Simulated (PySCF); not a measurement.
## Palladium: highly charged ions in a basis for the neutral atom

Pd²⁰⁺ [Ar] 3d8, Pd²¹⁺ [Ar] 3d7. All numbers are calculated (PySCF 2.14, the spin-free X2C one-electron Hamiltonian (Gaussian nucleus), in x2c-SVPall). No spin-orbit coupling, so a gap to NIST mixes the basis error with missing relativistic terms.

Changed run: basis of the neutral atom used for a highly charged ion. This setting is unsound on purpose.

| species | method | sound run (hartree) | changed run (hartree) | converged |
| --- | --- | --- | --- | --- |
| Pd²⁰⁺ | UHF | not run | -4853.00599 | yes |
| Pd²⁰⁺ | LDA | not run | -4848.76170 | yes |
| Pd²⁰⁺ | TPSS | not run | -4854.30023 | yes |
| Pd²¹⁺ | UHF | not run | -4818.34883 | yes |
| Pd²¹⁺ | LDA | not run | -4814.04178 | yes |
| Pd²¹⁺ | TPSS | not run | -4819.62549 | yes |

Ionisation energy of Pd²⁰⁺:

```tsv
method	changed run (eV)	NIST (eV)
UHF	943.07	933 ± 4
LDA	944.78	933 ± 4
TPSS	943.55	933 ± 4
```

The contracted functions were made for the neutral atom and can be too rigid for a highly charged ion.
